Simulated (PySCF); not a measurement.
¹⁹F chemical shifts

[PySCF 2.14.0 with density-fitted response routines: geometry from GFN2-xTB; PBE0/pcSseg-1 with gauge-including orbitals; relativity neglected; in vacuum; one computed conformer; fast rotation and ring inversion assumed for equivalent nuclei]

Shieldings were converted by a linear fit to measured shifts: ¹⁹F: δ = 146.13 − 0.903σ +14.6 on sp3 carbon (rms 6.0 ppm, 223 shifts, 7.0 ppm with the 5 outliers that the fit left out vs CFCl3, solution or neat liquid). A few per cent of atoms miss by over 2 rms, more outside the fitted compound classes.

Task: Give the ¹⁹F shifts of `O=C1CCSC[C@@H]1C(F)(F)F`, `CS[C@@H]1C[C@@](F)(CF)O1`, `C/C(=C\C(F)F)O[SiH2]CF`, `O=C[SiH2]/C([SiH3])=C\C(F)(F)F`, `O=[S@@]1CC[C@@H](C(F)=C(F)F)C1`, `O=C/C([SiH3])=C/[SiH2]C(F)(F)F`.

Result: 
| compound | environment | δ (ppm) |
| --- | --- | --- |
| O=C1CCSC[C@@H]1C(F)(F)F | fluorine of a CF3 group (×3) | -72.4 |
| [CH3:1][S:2][C@@H:3]1[CH2:4][C@@:5]([F:6])([CH2:7][F:8])[O:9]1 | F6: fluorine on an sp3 carbon | -101.8 |
| [CH3:1][S:2][C@@H:3]1[CH2:4][C@@:5]([F:6])([CH2:7][F:8])[O:9]1 | F8: fluorine on an sp3 carbon | -226.5 |
| [CH3:1]/[C:2](=[CH:3]\[CH:4]([F:5])[F:6])[O:7][SiH2:8][CH2:9][F:10] | F5/6: fluorine of a CF2 group (×2) | -111.1 |
| [CH3:1]/[C:2](=[CH:3]\[CH:4]([F:5])[F:6])[O:7][SiH2:8][CH2:9][F:10] | F10: fluorine on an sp3 carbon | -279.4 |
| O=C[SiH2]/C([SiH3])=C\C(F)(F)F | fluorine of a CF3 group (×3) | -62.1 |
| [O:1]=[S@@:2]1[CH2:3][CH2:4][C@@H:5]([C:6]([F:7])=[C:8]([F:9])[F:10])[CH2:11]1 | F9: vinylic fluorine | -102.1 |
| [O:1]=[S@@:2]1[CH2:3][CH2:4][C@@H:5]([C:6]([F:7])=[C:8]([F:9])[F:10])[CH2:11]1 | F10: vinylic fluorine | -121.2 |
| [O:1]=[S@@:2]1[CH2:3][CH2:4][C@@H:5]([C:6]([F:7])=[C:8]([F:9])[F:10])[CH2:11]1 | F7: vinylic fluorine | -195.9 |
| O=C/C([SiH3])=C/[SiH2]C(F)(F)F | fluorine of a CF3 group (×3) | -57.9 |
